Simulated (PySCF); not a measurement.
Numbering as in the mapped SMILES `[CH3:1][C:2]([CH3:3])([F:4])[c:5]1[cH:6][cH:7][cH:8][cH:9][cH:10]1`. Each H is labelled by its parent atom.

GIAO PBE0/pcSseg-1 shifts (PySCF, gas phase, non-relativistic, equivalent atoms averaged), each against references optimised in the same way as the molecule (TMS, CFCl3).

On the GFN2-xTB geometry: C5 153.0, C7/C9 133.8, C8 132.2, C6/C10 128.8, C2 98.7, C1/C3 32.6, F4 -181.8, H(C7)/H(C9) 7.68, H(C6)/H(C10) 7.65, H(C8) 7.57, H(C1)/H(C3) 1.65 ppm.

Problem. What changes on the PBE0-D3(BJ)/def2-SVP geometry?

Solution. 
```json
{"atoms": "C5", "δ (ppm)": "152.7", "change": "-0.3"}
{"atoms": "C7/C9", "δ (ppm)": "133.7", "change": "-0.1"}
{"atoms": "C8", "δ (ppm)": "132.3", "change": "+0.1"}
{"atoms": "C6/C10", "δ (ppm)": "128.8", "change": "+0.0"}
{"atoms": "C2", "δ (ppm)": "94.9", "change": "-3.8"}
{"atoms": "C1/C3", "δ (ppm)": "31.6", "change": "-1.0"}
{"atoms": "F4", "δ (ppm)": "-173.9", "change": "+7.9"}
{"atoms": "H(C7)/H(C9)", "δ (ppm)": "7.49", "change": "-0.19"}
{"atoms": "H(C6)/H(C10)", "δ (ppm)": "7.49", "change": "-0.16"}
{"atoms": "H(C8)", "δ (ppm)": "7.39", "change": "-0.18"}
{"atoms": "H(C1)/H(C3)", "δ (ppm)": "1.54", "change": "-0.11"}
```

Unscaled 19F shifts against computed CFCl3 carry errors that often reach 10 to 50 ppm.

Bonds between heavy atoms that differ most (equivalent bonds averaged): C6–C7 1.383 → 1.394 Å, C7–C8 1.384 → 1.394 Å, C5–C6 1.389 → 1.398 Å, C1–C2 1.528 → 1.520 Å, C2–F4 1.397 → 1.393 Å. Mean change of bonds to hydrogen: C–H +0.012 Å.
